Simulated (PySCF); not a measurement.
**What went wrong, or what changed?**

The sound run of [Yb(H2O)5]3+ (singlet in the valence; each metal's 4f electrons, 13 of them, lie in its core potential, out of spins and levels) uses PySCF 2.14.0, RKS PBE0, Yb lcecp-1-SVP with ECP59, O def2-SVP, H def2-SVP; non-relativistic Hamiltonian with scalar-relativistic core potentials where named; density fitting; no spin-orbit coupling, grid (50, 194), threshold 1e-8 and 55 cycles at the relaxed geometry:
```xyz
16

Yb   -0.0475    0.0000    0.0000
O    -0.6651   -0.0427    2.1752
H    -0.8614    0.7182    2.7603
H    -0.8002   -0.8241    2.7508
O    -0.6651    0.0428   -2.1752
H    -0.8614   -0.7181   -2.7603
H    -0.8001    0.8242   -2.7508
O     2.1904   -0.0001    0.0000
H     2.7954   -0.0004    0.7730
H     2.7954    0.0002   -0.7730
O    -0.5400    2.2220    0.0424
H     0.0875    2.9748    0.0838
H    -1.4205    2.6532    0.0213
O    -0.5401   -2.2219   -0.0424
H    -1.4207   -2.6531   -0.0213
H     0.0873   -2.9748   -0.0838
```
This run, with dm0 from free metal ions and neutral atoms, differs:

```python
mol = gto.M(atom='''
Yb    -0.04748     0.00000    -0.00000
O     -0.66506    -0.04270     2.17520
H     -0.86137     0.71818     2.76026
H     -0.80019    -0.82414     2.75081
O     -0.66506     0.04275    -2.17520
H     -0.86142    -0.71812    -2.76026
H     -0.80013     0.82420    -2.75081
O      2.19041    -0.00008     0.00000
H      2.79542    -0.00037     0.77303
H      2.79542     0.00016    -0.77303
O     -0.53996     2.22197     0.04241
H      0.08748     2.97480     0.08380
H     -0.41516     0.71048     0.00571
O     -0.54013    -2.22193    -0.04241
H     -1.42071    -2.65310    -0.02131
H      0.08726    -2.97481    -0.08380''',
    basis={'Yb': 'lcecp-1-SVP', 'O': 'def2-SVP', 'H': 'def2-SVP'},
    ecp={'Yb': 'lcecp-1-SVP'},
    charge=3, spin=0)
mf = dft.RKS(mol, xc='PBE0')
mf.grids.atom_grid = (50, 194)  # f atoms: unpruned, at least (60, 302)
mf = mf.density_fit()  # fitting sets: Yb AutoAux, O def2-universal-JKFIT, H def2-universal-JKFIT
mf.conv_tol = 1e-08; mf.max_cycle = 91
mf.kernel(dm0)
mf.nuc_grad_method().kernel()
```

Question: What was changed, and how did it end?

Answer: One atom was put far too close to the first. It converged in 13 cycles, 34.944 eV from the sound run, largest force component 105.11 eV/Å. The cycle limit differs too. These settings are unsound on purpose: the numbers aren't the compound's.
```
init E= -410.532211208138
cycle= 1 E= -416.952619644567  delta_E= -6.42  |g|= 3.04  |ddm|= 4.31
cycle= 2 E= -406.665944802598  delta_E= 10.3  |g|=  6.2  |ddm|= 7.25
cycle= 3 E= -417.996714326099  delta_E= -11.3  |g|= 1.64  |ddm|= 6.72
cycle= 4 E= -418.608338392128  delta_E= -0.612  |g|= 0.644  |ddm|=  2.1
cycle= 5 E= -418.667101980696  delta_E= -0.0588  |g|= 0.297  |ddm|= 0.686
...
cycle= 11 E= -418.686519563804  delta_E= -2.55e-07  |g|= 0.000143  |ddm|= 0.00209
cycle= 12 E= -418.6865196066  delta_E= -4.28e-08  |g|= 8.46e-05  |ddm|= 0.00137
cycle= 13 E= -418.686519609689  delta_E= -3.09e-09  |g|= 3.58e-05  |ddm|= 0.00029
Extra cycle  E= -418.686519607847  delta_E= 1.84e-09  |g|= 9.7e-05  |ddm|= 0.000131
converged SCF energy = -418.686519607847
```

Run from Python with OMP_NUM_THREADS=4; the lines above give its settings.
It took 7.8 s on 4 threads of Arm Neoverse V1 (shared host).

An lcecp potential fixes the number of 4f electrons, so in runs with it no electron can move into or out of that shell.
